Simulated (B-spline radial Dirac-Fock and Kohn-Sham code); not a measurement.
**Hg⁷⁸⁺: scattering cross sections and density moments**

System: Hg⁷⁸⁺, 1s2.

These are calculated numbers from a radial B-spline solver; the model is configuration-average Dirac-Fock orbitals.

| Property | Result |
| --- | --- |
| Sum of ⟨r⟩ | 0.03301 bohr |
| Sum of ⟨r²⟩ | 0.0007525 bohr² |
| Sum of ⟨1/r⟩ | 195.73 per bohr |
| Langevin diamagnetic susceptibility | -0.000596 × 10⁻⁶ cm³/mol |
| Lamb shielding (α²/3)Σ⟨1/r⟩ | 3474 ppm |

Coherent scattering is the Thomson cross section weighted by f₀², without anomalous dispersion; incoherent scattering is Klein-Nishina weighted by S. The Lamb formula is the non-relativistic shielding expression. Electron correlation is left out. A dash stands where the photon energy is too low for the impulse approximation behind that column.

| hν (keV) | coherent (b) | incoherent (b) | incoherent per electron (b) |
| --- | --- | --- | --- |
| 1 | 2.661 | – | – |
| 2 | 2.661 | – | – |
| 17.4793 | 2.646 | – | – |
| 30 | 2.618 | – | – |
| 50 | 2.546 | – | – |
| 100 | 2.250 | – | – |
| 200 | 1.525 | – | – |
| 500 | 0.4746 | – | – |
